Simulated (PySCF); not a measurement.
Stretching CdSb⁺

Set-up: Cd def2-SVP with ECP28, Sb def2-SVP with ECP28; scalar-relativistic core potentials (PySCF 2.14). Energies in eV from Cd + Sb⁺ in their ground configurations at the same level. State: ³Σ⁻ (triplet), unpaired electrons π ↑↑.

```json
{"R (Å)": "2.405", "PBE": "-1.642"}
{"R (Å)": "2.516", "PBE": "-1.993"}
{"R (Å)": "2.628", "PBE": "-2.179"}
{"R (Å)": "2.712", "PBE": "-2.245"}
{"R (Å)": "2.796", "PBE": "-2.265"}
{"R (Å)": "2.880", "PBE": "-2.253"}
{"R (Å)": "2.992", "PBE": "-2.203"}
{"R (Å)": "3.131", "PBE": "-2.105"}
{"R (Å)": "3.299", "PBE": "-1.965"}
{"R (Å)": "3.523", "PBE": "-1.772"}
```

Problem. Put a parabola through the three lowest points of the PBE curve and estimate Re, k and ωe (reduced mass 58.65 u; 1 eV/Å² = 0.16022 mdyn/Å; ωe = 1302.8·√(k/μ) cm⁻¹).

Solution. Through R = 2.712, 2.796, 2.88 Å the second-order coefficient is 2.27 eV/Å², so Re ≈ 2.807 Å, k ≈ 0.727 mdyn/Å and ωe ≈ 145 cm⁻¹. A polynomial fit of higher order to the unrounded PBE energies gives Re = 2.803 Å, k = 0.716 mdyn/Å, ωe = 144 cm⁻¹; anharmonicity and rounding make the difference.

The higher-order fit for each curve: PBE: Re = 2.803 Å, ωe = 144 cm⁻¹, De = 2.27 eV.

These are scalar-relativistic numbers at best; spin–orbit coupling would shift them, the dissociation energy most. For an ion De counts to the pair picked by the measured ionisation energies or electron affinities, which need not be the lowest pair at this level. The state is the lowest determinant that a PBE0 search found; another state may lie lower at other levels.
